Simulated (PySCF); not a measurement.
BaBr2, SMILES [Br][Ba][Br].

The structure is a stationary point at B3LYP-D3(BJ)/def2-SVP. The def2 effective core potentials stand for the cores of Ba; spin–orbit coupling is left out.

All values below come from TDDFT-PBE/def2-SVPD (PySCF 2.14.0).

Vertical excitations. Isolated molecule, no solvent. State labels are in the subgroup C2v.

Task: List the lowest excited states. (The exact figures need the calculation; the answer reports its results.)

Result: 
```csv
state,symmetry,energy (eV),λ (nm),f,main pairs
S1,B2,3.43,361,0.002,HOMO→LUMO 100 %
S2,B1,3.54,350,0.019,HOMO−1→LUMO 100 %
S3,A1,3.56,349,0.004,HOMO−2→LUMO 100 %
S4,A2,3.67,338,0.000,HOMO−3→LUMO 100 %
S5,B2,3.81,325,0.017,HOMO−4→LUMO 100 %
S6,A2,4.14,299,0.000,HOMO→LUMO+1 100 %
S7,B2,4.15,299,0.002,HOMO→LUMO+2 99 %
S8,A1,4.24,293,0.007,"HOMO−5→LUMO 59 %, HOMO−1→LUMO+1 29 %, HOMO−2→LUMO+2 12 %"
S9,B1,4.24,293,0.001,"HOMO−1→LUMO+2 63 %, HOMO−2→LUMO+1 37 %"
S10,A1,4.24,293,0.002,"HOMO−5→LUMO 40 %, HOMO−2→LUMO+2 30 %, HOMO−1→LUMO+1 30 %"
T1,B2,3.40,364,0,HOMO→LUMO 100 %
T2,B1,3.49,355,0,HOMO−1→LUMO 100 %
T3,A1,3.51,353,0,HOMO−2→LUMO 100 %
T4,A2,3.63,342,0,HOMO−3→LUMO 100 %
```
Triplets are in the Tamm–Dancoff approximation, which puts them higher than full response would, so one can lie above its singlet here.
